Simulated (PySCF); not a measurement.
# C6H13FOSi: full NMR table

* Formula: C6H13FOSi
* SMILES: CC/C(=C/[SiH2]CF)OC
* Point group of the computed structure: C1
* Degrees of unsaturation: 1
* Carbon signals: 6
* Proton signals: 6

Molfile (atoms numbered from 1):
```
C6H13FOSi
     RDKit          3D

 22 21  0  0  0  0  0  0  0  0999 V2000
   -2.4277   -1.0687    0.7071 C   0  0  0  0  0  0  0  0  0  0  0  0
   -1.9597    0.3093    0.2578 C   0  0  0  0  0  0  0  0  0  0  0  0
   -0.5016    0.3806   -0.1055 C   0  0  0  0  0  0  0  0  0  0  0  0
    0.3962   -0.5976    0.0400 C   0  0  0  0  0  0  0  0  0  0  0  0
    2.1673   -0.3068   -0.4710 Si  0  0  0  0  0  4  0  0  0  0  0  0
    3.1656   -1.8438    0.1120 C   0  0  0  0  0  0  0  0  0  0  0  0
    2.6355   -3.0072   -0.4172 F   0  0  0  0  0  0  0  0  0  0  0  0
   -0.0236    1.5403   -0.6596 O   0  0  0  0  0  0  0  0  0  0  0  0
   -0.7811    2.7238   -0.6123 C   0  0  0  0  0  0  0  0  0  0  0  0
   -3.4950   -1.0424    0.9163 H   0  0  0  0  0  0  0  0  0  0  0  0
   -2.2482   -1.8069   -0.0701 H   0  0  0  0  0  0  0  0  0  0  0  0
   -1.9118   -1.3788    1.6120 H   0  0  0  0  0  0  0  0  0  0  0  0
   -2.5478    0.6156   -0.6137 H   0  0  0  0  0  0  0  0  0  0  0  0
   -2.1622    1.0330    1.0549 H   0  0  0  0  0  0  0  0  0  0  0  0
    0.0785   -1.5531    0.4192 H   0  0  0  0  0  0  0  0  0  0  0  0
    2.7870    0.8417    0.2039 H   0  0  0  0  0  0  0  0  0  0  0  0
    2.3352   -0.1887   -1.9232 H   0  0  0  0  0  0  0  0  0  0  0  0
    4.2067   -1.8089   -0.2141 H   0  0  0  0  0  0  0  0  0  0  0  0
    3.1535   -1.9731    1.1971 H   0  0  0  0  0  0  0  0  0  0  0  0
   -0.1584    3.4838   -1.0823 H   0  0  0  0  0  0  0  0  0  0  0  0
   -0.9999    3.0267    0.4170 H   0  0  0  0  0  0  0  0  0  0  0  0
   -1.7192    2.6404   -1.1697 H   0  0  0  0  0  0  0  0  0  0  0  0
  1  2  1  0
  2  3  1  0
  3  4  2  0
  4  5  1  0
  5  6  1  0
  6  7  1  0
  3  8  1  0
  8  9  1  0
  1 10  1  0
  1 11  1  0
  1 12  1  0
  2 13  1  0
  2 14  1  0
  4 15  1  0
  5 16  1  0
  5 17  1  0
  6 18  1  0
  6 19  1  0
  9 20  1  0
  9 21  1  0
  9 22  1  0
M  END
```

How the numbers were obtained: GFN2-xTB geometry, shieldings: GIAO PBE0/pcSseg-1, in PySCF 2.14.0 with density-fitted response routines (one conformer, non-relativistic Hamiltonian, one averaged value for each set of equivalent atoms, gas phase).

Referencing at the same level of theory: $^{1}$H (σ = 31.72 ppm) and $^{13}$C (σ = 186.93 ppm) and $^{29}$Si (σ = 349.16 ppm) against TMS; $^{19}$F (σ = 170.95 ppm) against CFCl3; H2O for $^{17}$O (σ = 336.08 ppm).

| carbon | δC, type | δH (multiplicity) | HMBC from (2–3 bonds) | span of the C tensor (ppm) |
| --- | --- | --- | --- | --- |
| C1 | 12.5, CH3 | 1.23 (t) | H13/H14 | 18 |
| C2 | 26.2, CH2 | 2.25 (q) | H15, H10/H11/H12 | 13 |
| C3 | 180.7, C | – | H15, H16/H17, H20/H21/H22, H13/H14, H10/H11/H12 | 201 |
| C4 | 90.6, CH | 4.56 (m) | H18/H19, H16/H17, H13/H14 | 170 |
| C6 | 78.9, CH2 | 4.94 (m) | H15, H16/H17 | 123 |
| C9 | 54.9, CH3 | 3.85 (s) | – | 75 |

Other nuclei:
| atoms | nucleus | environment | δ (ppm) | σ (ppm) |
| --- | --- | --- | --- | --- |
| H16/H17 | $^{1}$H | hydrogen on a silicon bonded to 2 C | 4.45 | 27.27 |
| F7 | $^{19}$F | fluorine on an sp3 carbon | -301.6 | 472.6 |
| Si5 | $^{29}$Si | silicon bonded to 2 C, 2 H | -60.3 | 409.5 |
| O8 | $^{17}$O | ether oxygen | 126.4 | 209.6 |

- Carbon types of the structure: 1 × C, 1 × CH, 2 × CH2, 2 × CH3, leaving 2 H on heteroatoms.
- δC 180.7: alkene carbon bearing oxygen; an sp2 carbon further deshielded by the attached heteroatom.
- δC 90.6: β carbon of an enol-ether or enamine type C=C; the O or N lone pair pushes π density onto this β carbon and shields it.
- δC 78.9: sp3 CH2 bonded to F and Si; pulled downfield by the heteroatom.
- δC 54.9: methyl carbon bonded to O; the inductive effect lowers its shielding.
- δH 4.56: hydrogen on a β carbon of an enol-ether or enamine type C=C; lone-pair donation from O or N shields it, upfield of ordinary alkene protons.

Splittings by $^{19}$F in the carbon and heteronuclear signals aren't shown, as no couplings were computed. Shifts are as computed. Against solution values, carbons near 30 ppm lie about +3 ppm off and those near 130 ppm about +5 ppm. Of 1309 compounds with measured shifts, 239 miss one by over three times the rms of a fit or turn the order of signals round; such compounds aren't used in these exercises. Unscaled 19F shifts against computed CFCl3 carry errors that often reach 10 to 50 ppm. Experimental scales use liquid or dissolved standards, which lie at an offset from isolated H2O (liquid H2O: subtract about 36 ppm). Multiplicities follow the n + 1 count of equivalent neighbours, as no J values were calculated; m marks all less simple cases, F and P coupling included.
